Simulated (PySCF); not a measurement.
C3H8AlF, SMILES [F][AlH][CH](C)C. Atoms are numbered in the order given.

```xyz
13

Al    -0.3760     1.0866     0.1264
F      0.6616     2.0172    -0.8001
H     -1.3517     1.8873     1.0792
C     -0.3229    -0.8672    -0.0742
C     -0.7150    -1.5941     1.2242
C      1.0017    -1.3915    -0.6520
H     -1.1196    -1.0723    -0.8207
H     -0.7974    -2.6846     1.0656
H      0.0393    -1.4445     2.0165
H     -1.6822    -1.2483     1.6256
H      1.2622    -0.9047    -1.6051
H      0.9575    -2.4807    -0.8337
H      1.8422    -1.2166     0.0416
```
Charge 0, spin multiplicity 1.

Geometry: B3LYP-D3(BJ)/def2-SVP. The structure was generated by enumeration; whether it is a known compound was not checked. One conformer was computed; it need not be the lowest.

Level of theory: PBE0/pcSseg-1 in PySCF.

GIAO shieldings, no solvent; atoms alike by connectivity are averaged. δ = σ(ref) − σ: ¹⁹F against CFCl3 (σ = 167.2 ppm); ¹H against TMS (σ = 31.56 ppm); ¹³C against TMS (σ = 186.3 ppm), references at their B3LYP-D3(BJ)/def2-TZVP geometries, non-relativistic.

```json
[
 {"nucleus": "¹⁹F", "atoms": "F2", "count": "1", "δ (ppm)": "-138.3"},
 {"nucleus": "¹H", "atoms": "H3", "count": "1", "δ (ppm)": "5.01"},
 {"nucleus": "¹H", "atoms": "H8, H9, H10, H11, H12, H13", "count": "6", "δ (ppm)": "1.49"},
 {"nucleus": "¹H", "atoms": "H7", "count": "1", "δ (ppm)": "0.54"},
 {"nucleus": "¹³C", "atoms": "C5, C6", "count": "2", "δ (ppm)": "20.9"},
 {"nucleus": "¹³C", "atoms": "C4", "count": "1", "δ (ppm)": "17.2"}
]
```
